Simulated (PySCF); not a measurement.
## Electronic absorption of C4H8N2Si2

Compound: C4H8N2Si2.
SMILES with atom numbers: `[CH2:1]=[C:2]1[CH2:3][SiH2:4][NH:5][Si@@H:6]1[C:7]#[N:8]` (hydrogens: H9, H10 on C1; H11, H12 on C3; H13, H14 on Si4; H15 on N5; H16 on Si6)

Computed, not measured: PySCF 2.14.0, density-fitted response routines, TDDFT CAM-B3LYP/def2-SVPD, vertical, gas phase, core orbitals frozen in the response. The structure is a single GFN2-xTB conformer in the gas phase; no vibrational or solvent corrections.

```
state  λ (nm)  E (eV)       f   main configurations (H = HOMO, L = LUMO)
   S1   200.5    6.18   0.036                     H→L (52%), H-1→L (30%)
   S2   190.3    6.51   0.189                     H→L (42%), H-1→L (39%)
   S3   186.0    6.67   0.073                                H→L+1 (72%)
   S4   183.5    6.76   0.012                 H-2→L (55%), H-2→L+1 (14%)
   S5   180.5    6.87  0.0071  H→L+2 (50%), H-1→L+2 (12%), H-1→L+1 (10%)
   S6   177.4    6.99   0.043     H-1→L+1 (64%), H→L+2 (11%), H-1→L (9%)
   S7   175.6    7.06  0.0055                 H-2→L+1 (27%), H-4→L (16%)
   S8   172.8    7.17  0.0015    H-1→L+2 (28%), H→L+3 (26%), H→L+2 (15%)
```

Triplets (Tamm–Dancoff): T1 4.10 eV, H→L (38%), H→L+1 (23%), H-1→L (14%); T2 5.82 eV, H-1→L (21%), H→L (20%), H→L+1 (10%); T3 5.98 eV, H-2→L (21%), H-1→L (21%), H→L (9%).

The lowest singlet comes at 201 nm (597 kJ/mol) in the ultraviolet; it is of moderate strength; its leading configuration is HOMO→LUMO (52%). The strongest level in the table is S2 at 6.51 eV (190 nm, f = 0.189). Löwdin shares by element: HOMO carbon 53% or more, nitrogen 19% or more (atoms not listed hold the other 27%); LUMO carbon 43% or more, silicon 15% or more (atoms not listed hold the other 42%). Of the 8 states listed, 5 reach f = 0.01 and none stays under 0.0005. The listed states span 0.99 eV, and the widest gap between neighbours is 0.33 eV (S1 to S2). The oscillator strengths of these states sum to 0.368; summed over the whole spectrum of an exact calculation they would give the number of electrons, 74 (Thomas–Reiche–Kuhn). No computed singlet lies in the visible range (380 to 750 nm); the lowest, at 201 nm, stands 2.92 eV above its violet end (3.26 eV). The window holds the lowest 8 singlets.
